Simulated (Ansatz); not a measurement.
Reaction (cleavage of the Si–Si bond): `[SiH3]O[SiH]([SiH3])Cl` + H–F → `F[SiH](Cl)O[SiH3]` + SiH₄

Gas-phase electronic energies from Ansatz, PBE0-D4/def2-TZVP geometries. CBS: MP2 limit from def2 TZ/QZ plus the TZ coupled-cluster correction, frozen cores. This one scheme is used for every species. Functionals use def2-TZVPP. B3LYP here is the variant with VWN-RPA as its local correlation; programs differ in this. HSE06 is defined as in plane-wave codes. One conformer a species, not always the lowest.

```tsv
level	ΔE (kJ/mol)	difference from CCSD(T)/CBS
LDA (SPW92)	-146.6	13.8
r2SCAN-D4	-163.4	-3.0
B3LYP-D4	-161.2	-0.8
ωB97X-V	-163.5	-3.1
revPBE	-145.0	15.4
B3LYP	-171.9	-11.5
r2SCAN0	-166.3	-5.9
HSE06	-150.8	9.6
BHLYP	-181.7	-21.3
RPA@PBE/def2-TZVPP	-164.3	-3.9
MP2/def2-SVP	-169.2	-8.8
CCSD(T)/def2-SVP	-163.9	-3.5
SCS-MP2/def2-TZVPP	-173.4	-13.0
CCSD(T)/def2-TZVPP	-163.8	-3.4
HF/def2-QZVPP	-197.5	-37.1
CCSD/CBS(def2)	-164.8	-4.4
CCSD(T)/CBS	-160.4	0
```

Largest T1 diagnostic among the species: 0.012.

From PBE to PBE0 (25 % exact exchange), in def2-TZVPP and without D4, ΔE moves by −5.9 kJ/mol. At CCSD(T), def2-SVP lies −3.5 kJ/mol from the extrapolated value and def2-TZVPP −3.4 kJ/mol. Leaving LDA and LC-ωPBE aside and taking each functional with its dispersion term where it has one, the values, not all of them listed here, spread over 36.3 kJ/mol, from B2PLYP to revPBE-D4.

CCSD(T)/CBS has its own doubt, a few kJ/mol and more with outer-core shells, so smaller differences from it don't rank the levels.
